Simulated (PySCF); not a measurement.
C₂H₉FOSi₂, SMILES F[Si@@H](O)[C@H](C)[SiH3].

Coordinates come from a B3LYP-D3(BJ)/def2-SVP optimisation. The structure was generated by enumeration; whether it is a known compound was not checked. Other conformers were not sampled.

Two levels are set side by side: TDA-PBE/def2-SVPD (PySCF) and TDA-CAM-B3LYP/def2-SVPD (PySCF). Vertical, same geometry. The lowest singlet is HOMO→LUMO 99 % with PBE and HOMO→LUMO 59 %, HOMO→LUMO+1 14 %, HOMO−3→LUMO 12 % with the other functional; states are paired by order. Differences are taken from unrounded values.

| quantity | TDA-CAM-B3LYP |
|---|---|
| lowest singlet excitation (eV) | 7.88 |
| lowest triplet excitation (TDA) (eV) | 7.55 |

Problem. What does TDA-PBE give, and how far is it from TDA-CAM-B3LYP? (Estimate from the structure and the level; the computed values follow.)

Solution. 
| quantity | TDA-PBE | TDA-PBE minus TDA-CAM-B3LYP |
|---|---|---|
| lowest singlet excitation (eV) | 6.61 | -1.27 |
| lowest triplet excitation (TDA) (eV) | 6.46 | -1.10 |

A lower first singlet is the usual sign of a functional without exact exchange. Differences between two approximate levels are no errors against the true value.

Rough cost on one machine, each run with all the roots and properties that it gave: TDA-CAM-B3LYP against TDA-PBE about 5 times.
